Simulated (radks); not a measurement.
The numbers below are computed, except where a source is named.
Fe3+, 23 electrons, occupied as [Ar] 3d5.

Code: a radial shooting solver on a logarithmic mesh with Libxc functionals. Model: non-relativistic Kohn-Sham, PBE, spin-polarised, spherical densities, point nucleus; open shells are filled with parallel spins first.

Energy parts (eV):
part                      energy
total                 -34323.976
kinetic                34299.131
electron-nucleus      -80825.757
Hartree                13683.593
exchange-correlation   -1480.943

Orbitals (lengths in bohr, moments of r in powers of bohr; r(max) is where P^2 peaks):
[
 {"orbital": "1s up", "occ.": "1", "eigenvalue (eV)": "-6970.244", "r(max)": "0.03896", "<r>": "0.05915"},
 {"orbital": "1s down", "occ.": "1", "eigenvalue (eV)": "-6970.262", "r(max)": "0.03896", "<r>": "0.05915"},
 {"orbital": "2s up", "occ.": "1", "eigenvalue (eV)": "-844.7840", "r(max)": "0.2253", "<r>": "0.2703"},
 {"orbital": "2s down", "occ.": "1", "eigenvalue (eV)": "-842.0518", "r(max)": "0.2251", "<r>": "0.2697"},
 {"orbital": "2p up", "occ.": "3", "eigenvalue (eV)": "-733.9290", "r(max)": "0.1811", "<r>": "0.2370"},
 {"orbital": "2p down", "occ.": "3", "eigenvalue (eV)": "-731.8938", "r(max)": "0.1809", "<r>": "0.2364"},
 {"orbital": "3s up", "occ.": "1", "eigenvalue (eV)": "-131.0889", "r(max)": "0.7060", "<r>": "0.8115"},
 {"orbital": "3s down", "occ.": "1", "eigenvalue (eV)": "-125.0588", "r(max)": "0.7074", "<r>": "0.8157"},
 {"orbital": "3p up", "occ.": "3", "eigenvalue (eV)": "-98.5384", "r(max)": "0.7126", "<r>": "0.8461"},
 {"orbital": "3p down", "occ.": "3", "eigenvalue (eV)": "-92.6058", "r(max)": "0.7148", "<r>": "0.8533"},
 {"orbital": "3d up", "occ.": "5", "eigenvalue (eV)": "-45.4473", "r(max)": "0.6904", "<r>": "0.9731"},
 {"orbital": "3d down", "occ.": "0", "eigenvalue (eV)": "-39.8135", "r(max)": "0.7008", "<r>": "1.011"}
]

The highest occupied level is 3d up at -45.447 eV. The electron density at the nucleus is 1.192e+04 e/bohr^3.
